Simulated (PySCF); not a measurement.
Compound: C4H8F2Si.
SMILES with atom numbers: `[F:1][C@@H:2]1[CH2:3][SiH2:4][C@H:5]([F:6])[CH2:7]1` (hydrogens: H8 on C2; H9, H10 on C3; H11, H12 on Si4; H13 on C5; H14, H15 on C7)

The same species was optimised twice, with GFN2-xTB and with PBE0-D3(BJ)/def2-SVP (PySCF), and the same property calculations (PySCF, gas phase) were run on both structures.

| coordinate | GFN2-xTB | PBE0-D3(BJ)/def2-SVP | change |
| --- | --- | --- | --- |
| C3–Si4 (Å) | 1.905 | 1.898 | -0.007 |
| C5–F6 (Å) | 1.387 | 1.380 | -0.007 |
| F1–C2 (Å) | 1.382 | 1.376 | -0.006 |
| Si4–C5 (Å) | 1.932 | 1.927 | -0.005 |
| C5–C7 (Å) | 1.526 | 1.525 | -0.001 |
| C2–C3 (Å) | 1.526 | 1.525 | -0.001 |
| C2–C7 (Å) | 1.525 | 1.524 | -0.001 |
| Si4–C5–F6 (°) | 112.5 | 114.6 | +2.1 |
| Si4–C5–C7 (°) | 105.3 | 103.4 | -1.9 |
| C3–Si4–C5 (°) | 92.6 | 94.1 | +1.5 |
| F6–C5–C7 (°) | 109.9 | 111.3 | +1.4 |
| C2–C3–Si4 (°) | 104.7 | 103.6 | -1.1 |
| F1–C2–C3 (°) | 110.5 | 111.3 | +0.8 |
| C2–C7–C5 (°) | 107.4 | 108.1 | +0.7 |
| F1–C2–C7 (°) | 109.9 | 110.2 | +0.3 |

Rotational constants: A = 3253, B = 1634, C = 1171 MHz (GFN2-xTB) against A = 3260, B = 1629, C = 1166 MHz (PBE0-D3(BJ)/def2-SVP). Point groups within 0.08 Å: C1 and C1.

On the GFN2-xTB structure: isotropic polarisability (au) 71.7 [CAM-B3LYP/def2-SVPD]; HOMO (eV) -9.68 [CAM-B3LYP/def2-SVPD]; LUMO (eV) 0.98 [CAM-B3LYP/def2-SVPD]; dipole (D) 2.01 [CAM-B3LYP/def2-SVPD]; HOMO (eV) -8.19 [PBE0/pcSseg-1]; LUMO (eV) 0.40 [PBE0/pcSseg-1]; dipole (D) 1.90 [PBE0/pcSseg-1]; GIAO shielding of F1 (ppm) 368.2 [PBE0/pcSseg-1]; GIAO shielding of C2 (ppm) 93.2 [PBE0/pcSseg-1]; GIAO shielding of C3 (ppm) 168.2 [PBE0/pcSseg-1]; GIAO shielding of Si4 (ppm) 385.6 [PBE0/pcSseg-1]; GIAO shielding of C5 (ppm) 98.3 [PBE0/pcSseg-1]; GIAO shielding of F6 (ppm) 422.5 [PBE0/pcSseg-1]; GIAO shielding of C7 (ppm) 141.5 [PBE0/pcSseg-1].

Question: What do these properties become on the PBE0-D3(BJ)/def2-SVP structure?

Answer: 
```
                                    property                level  on GFN2-xTB  on PBE0-D3(BJ)/def2-SVP  change
               isotropic polarisability (au)  CAM-B3LYP/def2-SVPD         71.7                     72.6    +0.9
                                   HOMO (eV)  CAM-B3LYP/def2-SVPD        -9.68                    -9.72   -0.04
                                   LUMO (eV)  CAM-B3LYP/def2-SVPD         0.98                     0.99   +0.01
                                  dipole (D)  CAM-B3LYP/def2-SVPD         2.01                     1.82   -0.19
energy, GFN2-xTB geometry as zero (kcal/mol)  CAM-B3LYP/def2-SVPD          0.0                     -0.6    -0.6
                                   HOMO (eV)        PBE0/pcSseg-1        -8.19                    -8.25   -0.06
                                   LUMO (eV)        PBE0/pcSseg-1         0.40                     0.45   +0.05
                                  dipole (D)        PBE0/pcSseg-1         1.90                     1.71   -0.19
energy, GFN2-xTB geometry as zero (kcal/mol)        PBE0/pcSseg-1          0.0                     -0.8    -0.8
                  GIAO shielding of F1 (ppm)        PBE0/pcSseg-1        368.2                    369.9    +1.7
                  GIAO shielding of C2 (ppm)        PBE0/pcSseg-1         93.2                     94.9    +1.7
                  GIAO shielding of C3 (ppm)        PBE0/pcSseg-1        168.2                    166.7    -1.5
                 GIAO shielding of Si4 (ppm)        PBE0/pcSseg-1        385.6                    383.2    -2.4
                  GIAO shielding of C5 (ppm)        PBE0/pcSseg-1         98.3                    100.4    +2.1
                  GIAO shielding of F6 (ppm)        PBE0/pcSseg-1        422.5                    427.0    +4.5
                  GIAO shielding of C7 (ppm)        PBE0/pcSseg-1        141.5                    140.9    -0.6
```

The heavy atoms differ by 0.031 Å rms after alignment. Among bonds between heavy atoms F1–C2, C3–Si4 and C5–F6 change most and about equally (-0.007 to -0.006 Å). Changes are differences of the printed values. Neither structure is proved a minimum here.
